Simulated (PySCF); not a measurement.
**Excitation energy of Mo by level of theory**

Mo [Kr] 4d5 5s1 (7S) → Mo [Kr] 4d6 (5D), as a difference of total energies. All numbers are calculated (PySCF 2.14, a scalar-relativistic core potential, in def2-TZVPPD with the def2 core potential (28 electrons) (6s4p3d2f1g, 56 functions)). Correlated levels: valence: 4s2 4p6 frozen; valence and next inner shell: nothing frozen outside the core potential. The calculations carry no spin-orbit coupling.

| method | excitation energy (cm⁻¹) |
| --- | --- |
| UHF | 36606 |
| LDA | 26611 |
| PBE | 26631 |
| PBE0 | 27545 |
| r2SCAN | 31330 |
| BP86 | 25520 |
| wB97M-V | 25771 |
| B3LYP | 24478 |
| CAM-B3LYP | 24342 |
| MP2 (valence) | 28979 |
| SCS-MP2 (valence) | 24270 |
| MP2 (valence and next inner shell) | 29532 |
| SCS-MP2 (valence and next inner shell) | 26568 |

The Hartree-Fock determinant of the upper state isn't an eigenfunction of L²: it has lost the atom's symmetry, so its energy isn't that of a pure term.
